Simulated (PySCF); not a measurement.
C2HF5O3S.
Bonds: O1–S2 (double), S2–O3 (double), S2–O4, S2–C5, C5–F6, C5–F7, C5–C8, C8–F9, C8–F10, C8–F11. Hydrogens: H12 on O4.

The same species was optimised twice, with GFN2-xTB and with PBE0-D3(BJ)/def2-SVP (PySCF), and the same property calculations (PySCF, gas phase) were run on both structures.

```tsv
coordinate	GFN2-xTB	PBE0-D3(BJ)/def2-SVP	change
S2–O4 (Å)	1.576	1.610	+0.034
S2=O3 (Å)	1.409	1.437	+0.028
O1=S2 (Å)	1.417	1.444	+0.027
S2–C5 (Å)	1.879	1.859	-0.020
C5–C8 (Å)	1.532	1.545	+0.013
C5–F6 (Å)	1.338	1.328	-0.010
C8–F11 (Å)	1.333	1.323	-0.010
C5–F7 (Å)	1.342	1.333	-0.009
C8–F9 (Å)	1.326	1.319	-0.007
C8–F10 (Å)	1.331	1.324	-0.007
C5–C8–F10 (°)	113.4	108.9	-4.5
S2–C5–C8 (°)	109.2	112.9	+3.7
F7–C5–C8 (°)	112.0	109.3	-2.7
O3–S2–O4 (°)	109.9	107.5	-2.4
O1–S2–O3 (°)	122.2	124.6	+2.4
F6–C5–C8 (°)	111.4	109.1	-2.3
F6–C5–F7 (°)	107.8	109.8	+2.0
F10–C8–F11 (°)	107.5	109.1	+1.6
O1–S2–C5–F6 (°)	157	162	+5
S2–C5–C8–F9 (°)	-82	-72	+10
```

Rotational constants: A = 1580, B = 858.5, C = 797.6 MHz (GFN2-xTB) against A = 1595, B = 834.6, C = 790.9 MHz (PBE0-D3(BJ)/def2-SVP). Point groups within 0.08 Å: C1 and C1.

On the GFN2-xTB structure: HOMO (eV) -9.85 [PBE0/pcSseg-1]; LUMO (eV) -0.18 [PBE0/pcSseg-1]; dipole (D) 2.92 [PBE0/pcSseg-1]; GIAO shielding of O1/O3 (mean) (ppm) 116.2 [PBE0/pcSseg-1]; GIAO shielding of S2 (ppm) 210.6 [PBE0/pcSseg-1]; GIAO shielding of O4 (ppm) 155.9 [PBE0/pcSseg-1]; GIAO shielding of C5 (ppm) 64.4 [PBE0/pcSseg-1]; GIAO shielding of F6/F7 (mean) (ppm) 300.3 [PBE0/pcSseg-1]; GIAO shielding of C8 (ppm) 60.5 [PBE0/pcSseg-1]; GIAO shielding of F9/F10/F11 (mean) (ppm) 258.6 [PBE0/pcSseg-1].

What do these properties become on the PBE0-D3(BJ)/def2-SVP structure?

```
                                    property          level  on GFN2-xTB  on PBE0-D3(BJ)/def2-SVP  change
                                   HOMO (eV)  PBE0/pcSseg-1        -9.85                    -9.90   -0.05
                                   LUMO (eV)  PBE0/pcSseg-1        -0.18                    -0.20   -0.02
                                  dipole (D)  PBE0/pcSseg-1         2.92                     2.65   -0.27
energy, GFN2-xTB geometry as zero (kcal/mol)  PBE0/pcSseg-1          0.0                     -4.8    -4.8
        GIAO shielding of O1/O3 (mean) (ppm)  PBE0/pcSseg-1        116.2                     95.5   -20.7
                  GIAO shielding of S2 (ppm)  PBE0/pcSseg-1        210.6                    184.6   -26.0
                  GIAO shielding of O4 (ppm)  PBE0/pcSseg-1        155.9                    133.2   -22.7
                  GIAO shielding of C5 (ppm)  PBE0/pcSseg-1         64.4                     66.7    +2.3
        GIAO shielding of F6/F7 (mean) (ppm)  PBE0/pcSseg-1        300.3                    307.3    +7.0
                  GIAO shielding of C8 (ppm)  PBE0/pcSseg-1         60.5                     61.9    +1.4
   GIAO shielding of F9/F10/F11 (mean) (ppm)  PBE0/pcSseg-1        258.6                    267.2    +8.6
```

The heavy atoms differ by 0.164 Å rms after alignment. Among bonds between heavy atoms S2–O4 changes most (+0.034 Å). Changes are differences of the printed values. Neither structure is proved a minimum here.

The values belong to the conformer `[O:1]=[S:2](=[O:3])([OH:4])[C:5]([F:6])([F:7])[C:8]([F:9])([F:10])[F:11]`: O1–S2–C5–F6 162°, S2–C5–C8–F9 -72°, H–O4–S2–O1 -18°.
